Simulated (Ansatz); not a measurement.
Born–Oppenheimer molecular dynamics of AlH5O2Si (9 atoms, charge 0, multiplicity 1). It starts at the highest image of a converged band. Of that band: Neighbouring images differ by up to 1.7 eV, so the band resolves the path poorly. A vibrational analysis at the climbing image gives one clearly imaginary mode, 1452i cm⁻¹: a first-order saddle point.

Method: RKS PBE0-D4/def2-SVP (Ansatz 0.2.0).

```
ensemble                      : NVE (velocity Verlet)
time step                     : 0.5 fs
steps asked                   : 200
starting velocities drawn for : 100 K
seed                          : 4728
```

First frame:

```xyz
9
Properties=species:S:1:pos:R:3
Al -0.079 0.026 0.786
H 1.507 0.291 1.394
O 1.609 -0.077 0.101
H 2.271 -0.644 -0.333
O -1.328 -0.698 -0.123
Si -2.682 -1.306 -0.839
H -2.970 -2.681 -0.324
H -3.867 -0.438 -0.555
H -2.499 -1.386 -2.321
```

(1) How far do the bonds stretch over the last three quarters of this one trajectory? (Pairs bonded in most of those frames.)

## Answers

(1) 
```csv
bond,mean (Å),spread (Å),shortest,longest
Al1–H2,1.767,0.188,1.41,2.08
Al1–O3,1.739,0.098,1.58,1.87
Al1–O5,1.721,0.049,1.62,1.80
O3–H4,0.965,0.009,0.94,0.98
O5–Si6,1.649,0.038,1.58,1.71
Si6–H7,1.497,0.013,1.47,1.52
Si6–H8,1.496,0.007,1.48,1.51
Si6–H9,1.498,0.009,1.48,1.51
```

Mean temperature of the second half: 1714 K. The conserved energy stayed within 0.31 meV per atom of its start (net change -0.089 meV per atom), so the integration is sound. The kinetic energy rose, since the run started high on the potential surface and went downhill. A run of 0.1 ps of so small a system gives no equilibrium averages. The orbitals stay closed-shell, which can raise the energy where a bond breaks towards radicals; this wasn't checked here.

The run took 5.1 min on 2 threads of Arm Neoverse V2, on a shared host, peak memory 0.17 GiB.
